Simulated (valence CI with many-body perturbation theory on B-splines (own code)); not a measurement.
# Eu⁵⁷⁺: calculated level list

Level of theory: valence CI with perturbative core correlation (CI+MBPT): four valence electrons over a frozen Dirac-Fock core [He], a basis of 11 s, 11 p, 9 d, 7 f, 5 g, 2 h, 1 i functions for each j, with the one-electron correlation potential Σ1 (screened to all orders), the two-electron term Σ2, the three-electron term Σ3, Breit, model QED; selected single and double excitations, second order for the rest (own B-spline code, finite nucleus).

No measured spectrum was set against this ion. As an estimate, large intervals hold to a few tenths of a per cent, small ones and those within an open d or f shell to about a per cent. Among the levels kept, up to 260 cm⁻¹ of a level comes from second order outside the variational space, and about a tenth of that is noise between levels of different J, which matters for small intervals.

Levels 46 to 90 of 114, with energies above the lowest level, (2s^2 2p1/2^2) J=0. "Leading %" is the weight of the configuration and term that name the level; weights of strongly mixed levels are sums over their largest components and can fall short. In the jj column 3d3/2^4 stands for four electrons in 3d with j = 3/2. Lifetimes count E1, E2, E3, M1 and M2 decay at the calculated energies, and are blank where another channel may lead or the interval is too uncertain; long ones can be off by a factor of two.

| No. | Configuration | Term | J | E (eV) | Leading % | Second component | Lifetime | Leading jj |
| --- | --- | --- | --- | --- | --- | --- | --- | --- |
| 46 | 2s.2p2.3s | 3P | 1 | 8037.6 | 67 | 19 % 2s.2p2.3s 5P | 7.08 fs | 2s 2p1/2 2p3/2 3s (98 %) |
| 47 | 2s.2p2.3s | 3D | 3 | 8048.2 | 59 | 38 % 2s.2p2.3s 5P | 13.2 fs | 2s 2p1/2 2p3/2 3s (97 %) |
| 48 | 2s.2p2.3s | 3P | 2 | 8070.1 | 39 | 35 % 2s.2p2.3s 3D | 7.26 fs | 2s 2p1/2 2p3/2 3s (98 %) |
| 49 | 2s.2p2.3p | 5P° | 1 | 8086.8 | 39 | 31 % 2s.2p2.3p 5D° | 11.3 fs | 2s 2p1/2 2p3/2 3p1/2 (100 %) |
| 50 | 2s.2p2.3p | 5D° | 2 | 8096.6 | 47 | 19 % 2s.2p2.3p 3D° | 5.78 fs | 2s 2p1/2 2p3/2 3p1/2 (99 %) |
| 51 | 2s.2p2.3s | 1P | 1 | 8112.5 | 39 | 33 % 2s.2p2.3s 3D | 8.10 fs | 2s 2p1/2 2p3/2 3s (84 %) |
| 52 | 2s.2p2.3s | 3P | 0 | 8113.4 | 95 |  | 6.56 fs | 2s 2p1/2 2p3/2 3s (95 %) |
| 53 | 2s.2p2.3s | 3P | 1 | 8119.8 | 66 | 24 % 2s.2p2.3s 3D | 14.3 fs | 2s 2p1/2 2p3/2 3s (98 %) |
| 54 | 2s.2p2.3s | 1D | 2 | 8121.8 | 40 | 31 % 2s.2p2.3s 3P | 13.7 fs | 2s 2p1/2 2p3/2 3s (96 %) |
| 55 | 2s.2p2.3p | 3D° | 3 | 8124.7 | 33 | 27 % 2s.2p2.3p 3F° | 3.73 fs | 2s 2p1/2 2p3/2 3p1/2 (99 %) |
| 56 | 2s2.2p.3p | 3D | 3 | 8141.6 | 96 |  | 138 fs | 2s^2 2p3/2 3p3/2 (96 %) |
| 57 | 2s2.2p.3p | 1P | 1 | 8144.8 | 46 | 31 % 2s2.2p.3p 3S | 29.0 fs | 2s^2 2p3/2 3p3/2 (83 %) |
| 58 | 2s.2p2.3p | 3P° | 2 | 8154.3 | 42 | 17 % 2s.2p2.3p 5S° | 6.55 fs | 2s 2p1/2 2p3/2 3p1/2 (99 %) |
| 59 | 2s2.2p.3p | 3P | 2 | 8167.9 | 60 | 33 % 2s2.2p.3p 1D | 85.6 fs | 2s^2 2p3/2 3p3/2 (93 %) |
| 60 | 2s.2p2.3p | 3P° | 0 | 8181.1 | 49 | 25 % 2s.2p2.3p 5D° | 3.16 fs | 2s 2p1/2 2p3/2 3p1/2 (96 %) |
| 61 | 2s.2p2.3p | 3D° | 1 | 8182.1 | 58 | 15 % 2s.2p2.3p 3P° | 3.27 fs | 2s 2p1/2 2p3/2 3p1/2 (96 %) |
| 62 | 2s.2p2.3p | 3F° | 2 | 8184.3 | 44 | 22 % 2s.2p2.3p 1D° | 4.07 fs | 2s 2p1/2 2p3/2 3p1/2 (96 %) |
| 63 | 2s2.2p.3p | 1S | 0 | 8189.9 | 64 | 30 % 2s2.2p.3p 3P | 84.6 fs | 2s^2 2p3/2 3p3/2 (95 %) |
| 64 | 2s2.2p.3d | 3D° | 2 | 8216.9 | 46 | 26 % 2s2.2p.3d 1D° | 1.56 fs | 2s^2 2p3/2 3d3/2 (93 %) |
| 65 | 2s.2p2.3p | 3D° | 1 | 8223.0 | 30 | 28 % 2s.2p2.3p 1P° | 6.57 fs | 2s 2p1/2 2p3/2 3p1/2 (99 %) |
| 66 | 2s2.2p.3d | 3F° | 3 | 8223.5 | 52 | 29 % 2s2.2p.3d 1F° | 1.48 fs | 2s^2 2p3/2 3d3/2 (95 %) |
| 67 | 2s2.2p.3d | 3P° | 1 | 8227.4 | 56 | 36 % 2s2.2p.3d 3D° | 1.22 fs | 2s^2 2p3/2 3d3/2 (95 %) |
| 68 | 2s2.2p.3d | 3P° | 0 | 8229.9 | 96 |  | 1.61 fs | 2s^2 2p3/2 3d3/2 (96 %) |
| 69 | 2s2.2p.3d | 3F° | 4 | 8260.4 | 97 |  | 12.4 ps | 2s^2 2p3/2 3d5/2 (97 %) |
| 70 | 2s2.2p.3d | 3P° | 2 | 8271.5 | 46 | 37 % 2s2.2p.3d 1D° | 1.64 fs | 2s^2 2p3/2 3d5/2 (96 %) |
| 71 | 2s2.2p.3d | 3D° | 3 | 8285.4 | 48 | 32 % 2s2.2p.3d 1F° | 907 as | 2s^2 2p3/2 3d5/2 (77 %) |
| 72 | 2s.2p2.3p | 5D° | 3 | 8291.6 | 41 | 28 % 2s.2p2.3p 5P° | 3.91 fs | 2s 2p1/2 2p3/2 3p3/2 (82 %) |
| 73 | 2s2.2p.3d | 1P° | 1 | 8295.1 | 40 | 16 % 2s2.2p.3d 3P° | 1.53 fs | 2s^2 2p3/2 3d5/2 (64 %) |
| 74 | 2s2.2p.3d | 1P° | 1 | 8299.1 | 22 | 18 % 2s.2p2.3p 5P° | 2.39 fs | 2s 2p1/2 2p3/2 3p3/2 (63 %) |
| 75 | 2s.2p2.3p | 3D° | 2 | 8309.8 | 38 | 19 % 2s.2p2.3p 5S° | 5.55 fs | 2s 2p1/2 2p3/2 3p3/2 (89 %) |
| 76 | 2s.2p2.3p | 3P° | 0 | 8324.1 | 81 | 14 % 2s.2p2.3p 5D° | 3.30 fs | 2s 2p1/2 2p3/2 3p3/2 (99 %) |
| 77 | 2s.2p2.3p | 3P° | 2 | 8325.2 | 25 | 18 % 2s.2p2.3p 1D° | 6.15 fs | 2s 2p1/2 2p3/2 3p3/2 (66 %) |
| 78 | 2s.2p2.3p | 3F° | 4 | 8327.3 | 60 | 39 % 2s.2p2.3p 5D° | 794 fs | 2s 2p1/2 2p3/2 3p3/2 (98 %) |
| 79 | 2s.2p2.3p | 1P° | 1 | 8331.5 | 21 | 14 % 2p3.3s 1P° | 4.22 fs | 2s 2p1/2 2p3/2 3p3/2 (57 %) |
| 80 | 2s.2p2.3p | 3D° | 3 | 8349.2 | 52 | 26 % 2s.2p2.3p 1F° | 5.63 fs | 2s 2p1/2 2p3/2 3p3/2 (99 %) |
| 81 | 2p3.3s | 3P° | 2 | 8353.2 | 22 | 15 % 2s.2p2.3p 3P° | 17.9 fs | 2s 2p1/2 2p3/2 3p3/2 (53 %) |
| 82 | 2s.2p2.3d | 5F | 2 | 8358.9 | 45 | 17 % 2s.2p2.3d 3P | 3.53 fs | 2s 2p1/2 2p3/2 3d3/2 (99 %) |
| 83 | 2s.2p2.3d | 5D | 1 | 8360.9 | 49 | 22 % 2s.2p2.3d 5F | 4.44 fs | 2s 2p1/2 2p3/2 3d3/2 (99 %) |
| 84 | 2s.2p2.3d | 5D | 0 | 8361.9 | 84 | 15 % 2s.2p2.3d 3P | 18.4 fs | 2s 2p1/2 2p3/2 3d3/2 (100 %) |
| 85 | 2s.2p2.3d | 5F | 3 | 8367.9 | 53 | 14 % 2s.2p2.3d 3F | 4.15 fs | 2s 2p1/2 2p3/2 3d3/2 (96 %) |
| 86 | 2s.2p2.3p | 1P° | 1 | 8368.6 | 15 | 14 % 2p3.3s 1P° | 5.37 fs | 2s 2p1/2 2p3/2 3p3/2 (52 %) |
| 87 | 2s.2p2.3p | 3D° | 3 | 8394.5 | 44 | 36 % 2s.2p2.3p 3F° | 8.24 fs | 2s 2p1/2 2p3/2 3p3/2 (99 %) |
| 88 | 2s.2p2.3p | 3D° | 2 | 8395.8 | 34 | 20 % 2s.2p2.3p 3P° | 6.44 fs | 2s 2p1/2 2p3/2 3p3/2 (90 %) |
| 89 | 2s.2p2.3d | 5F | 4 | 8396.0 | 36 | 34 % 2s.2p2.3d 3G | 739 fs | 2s 2p1/2 2p3/2 3d3/2 (86 %) |
| 90 | 2p3.3p | 3P | 1 | 8400.3 | 13 | 12 % 2s.2p2.3d 3P | 916 as | 2p1/2^2 2p3/2 3p1/2 (56 %) |
